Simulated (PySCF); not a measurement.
Excitations are Tamm–Dancoff values on a coarser integration grid. The basis has no diffuse functions, so Rydberg states are missing or too high.

# CHNO, SMILES `N=C=O` (charge 0, multiplicity 1)

Calculation: M06-2X/def2-TZVP (PySCF).

```yaml
HOMO: -10.28 eV
dipole_moment: 2.20 D
LUMO: 1.14 eV
HOMO–LUMO gap: 11.42 eV
S1 excitation (TDA): 6.49 eV
S1 oscillator strength: 0.001
T1 excitation (TDA): 6.21 eV
S1–T1 gap (TDA): 0.28 eV
vertical ionisation energy (Delta-SCF): 11.88 eV
adiabatic ionisation energy (no zero-point term): 11.73 eV
hole reorganisation energy (four-point): 0.378 eV
total_energy: -168.6877 Ha
cost: about 2.6 core-minutes (a rough figure)
```

```xyz
4

N     -0.6512    -0.1923    -0.2082
C      0.4899     0.0262     0.1178
O      1.6203     0.1916     0.3103
H     -1.4648    -0.0347     0.3606
```
Charge 0, spin multiplicity 1.
